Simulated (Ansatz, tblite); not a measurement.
Cost and result up the ladder for `C1=Cc2cc3cc4cccc4ccc3c2=C1` (26 atoms). Charge 0, multiplicity 1. Geometry: PBE-D4/def2-SVP.

```xyz
26

C    -3.622    2.637   -0.651
C    -2.432    3.352   -0.736
C    -1.363    2.401   -0.511
C     0.011    2.269   -0.430
C     0.355    0.878   -0.152
C     1.663    0.420   -0.011
C     2.112   -0.889    0.255
C     3.459   -1.287    0.386
C     3.508   -2.687    0.654
C     2.202   -3.188    0.695
C     1.290   -2.107    0.453
C    -0.098   -2.228    0.420
C    -1.082   -1.238    0.192
C    -0.902    0.121   -0.060
C    -1.960    1.092   -0.287
C    -3.340    1.233   -0.370
H    -4.631    3.055   -0.772
H    -2.327    4.425   -0.935
H     0.767    3.060   -0.549
H     2.455    1.181   -0.124
H     4.325   -0.617    0.294
H     4.425   -3.273    0.802
H     1.903   -4.228    0.880
H    -0.486   -3.247    0.597
H    -2.128   -1.586    0.215
H    -4.104    0.451   -0.253
```

Ansatz on 4 threads of Arm Neoverse V2 on a shared host; xTB runs through tblite on one thread. Times are rough, summed over both states, and most runs start from the orbitals of an earlier one. No level here is sound enough to serve as a yardstick. The other state is a triplet.

The xTB rows come from tblite. HOMO above LUMO, or a gap near zero within one spin, warns that the state may not be the lowest or that an electron is smeared out.

xTB has no spin-polarisation term.

| level | functions | vertical triplet (eV) | remarks |
| --- | --- | --- | --- |
| PBE-D4/def2-SVP | 274 | 1.05 | gap within one spin near zero (triplet), restricted SCF unstable in HF (singlet) |
| PBE0-D4/def2-SVP | 274 | 0.99 | restricted SCF unstable in HF (singlet) |
| GFN1-xTB | 84 | 1.15 | – |
| GFN2-xTB | 74 | 1.14 | – |

**Question.** Estimate how long each takes.

**Answer.** GFN2-xTB 0.033 s; GFN1-xTB 0.041 s; PBE-D4/def2-SVP 36 s; PBE0-D4/def2-SVP 49 s. On shared hardware such times vary by a factor of up to 3.
